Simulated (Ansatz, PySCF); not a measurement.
Molecule: sum formula HBOF2, charge 0, multiplicity 1. 
Geometry from a B3LYP-D3(BJ)/def2-TZVP (Ansatz, a quantum-chemistry and plane-wave program) optimisation:
```xyz
5

B     -0.0138    -0.0173    -0.0022
F     -0.3836     1.2557     0.1315
F     -0.9587    -0.9338    -0.1214
O      1.2809    -0.3932    -0.0192
H      1.9030     0.3355     0.0731
```
Charge 0, spin multiplicity 1.

Dipole moments at this geometry, in debye (magnitudes).

| level | program | dipole (D) |
|---|---|---|
| M06-L/def2-TZVPD | PySCF | 1.92 |
| r2SCANh/def2-TZVPD | Ansatz | ___ |
| PW6B95/def2-TZVPD | PySCF | 1.99 |
| LC-wPBE/def2-TZVPD | Ansatz | 2.00 |
| wB97M-V/def2-TZVPD | Ansatz | 1.97 |
| CCSD(T)/aug-cc-pVDZ | Ansatz | ___ |

Problem. What belongs in the gaps?

Solution. 
- r2SCANh/def2-TZVPD, dipole (D): 1.97
- CCSD(T)/aug-cc-pVDZ, dipole (D): 1.97
